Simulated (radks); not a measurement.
Q: Species: Ti II. Configuration: [Ar] 3d2 4s1 (the NIST ground configuration). Calculated with a radial shooting solver on a logarithmic mesh with Libxc functionals: scalar-relativistic Kohn-Sham, BLYP, spin-polarised, spherical densities, finite nucleus; open shells are filled with parallel spins first; Fermi nuclear charge, rms radius 3.5921 fm. Some entries of the table are withheld. Estimate them.

orbital  occ.  eigenvalue (hartree)  <1/r> (bohr^-1)  r(max) (bohr)
1s up       1             -179.2620            21.80        0.04555
1s down     1             -179.2608            21.80        0.04555
2s up       1             -19.99816            4.544         0.2689
2s down     1             -19.97708            4.547         0.2688
2p up       3             -16.59831            4.449         0.2194
2p down     3             -16.58161            4.452         0.2193
3s up       1              -2.58457            1.398         0.8685
3s down     1              -2.51615            1.396         0.8687
3p up       3              -1.71325              (1)         0.9003
3p down     3              -1.64595              (2)         0.9007
3d up       2              -0.43809           0.8943         0.9740
4s up       1              -0.39759           0.4179          2.706
3d down     0              -0.37513           0.8838         0.9783
4p up       0              -0.25335           0.3386          3.261

A: 
(1) 3p up <1/r> (bohr^-1): 1.265
(2) 3p down <1/r> (bohr^-1): 1.263
